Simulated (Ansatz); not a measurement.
Cartesian coordinates in Å:
```
Ga 0.129 -0.202 -0.002
Br -1.103 1.733 0.014
H 0.055 -1.051 1.301
H 0.919 -0.480 -1.313
```

Charge 0, multiplicity 1.

**Question.** List the PBE0/def2-TZVPP orbital energies in eV (Ansatz). (Best estimate.)

**Answer.** The calculation gave: Occupied: -13149.81, -10148.02, -1704.72, -1535.25, -1535.22, -1535.20, -1253.87, -1110.06, -1109.96, -1109.93, -238.54, -178.87, -178.75, -178.70, -152.14, -105.15, -104.92, -104.81, -72.38, -72.35, -72.31, -72.21, -72.21, -24.28, -24.15, -24.04, -24.02, -23.96, -21.06, -13.05, -9.66, -9.43, -8.60, -8.07. Lowest empty: -1.91, -0.15, 1.00, 2.93, 3.51, 4.18, 4.58, 4.72.
